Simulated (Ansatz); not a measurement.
Correlation energies of `N[SiH]1BCC1` by basis set

```xyz
13

N    -0.930    2.226    0.111
Si   -0.569    0.570    0.363
B     1.139   -0.270    1.014
C     0.782   -1.455    0.034
C    -0.100   -0.691   -0.994
H    -0.271    2.869   -0.291
H    -1.876    2.557    0.034
H    -1.734    0.007    1.110
H     2.136   -0.098    1.649
H     0.160   -2.160    0.609
H     1.600   -2.050   -0.382
H    -0.868   -1.279   -1.499
H     0.531   -0.227   -1.757
```

Total charge 0; spin multiplicity 1. The geometry is a stationary point of PBE0-D4/def2-TZVP. It is one conformer, not always the lowest. Frozen core, restricted reference, the Gaussian-basis code of Ansatz. CBS rows extrapolate triple and quadruple zeta; past MP2 they add the triple-zeta difference.

```tsv
basis	HF (Eh)	MP2 corr.	CCSD corr.	(T)	CCSD(T) total
def2-SVP	-448.22402	-0.62480	-0.68552	-0.02101	-448.93055
def2-TZVPP	?	-0.77297	-0.82467	?	?
def2-QZVPP	-448.52725	?	–	–	–
CBS(def2)	?	-0.86361	-0.91531	as TZ	?
```

(1) Fill in the withheld values. (Best estimate.)

Answers

(1) The calculation gave: def2-TZVPP HF (Eh): -448.51070; def2-TZVPP (T): -0.03377; def2-TZVPP CCSD(T) total: -449.36914; def2-QZVPP MP2 corr.: -0.82504; CBS(def2) HF (Eh): -448.52953; CBS(def2) CCSD(T) total: -449.47861.
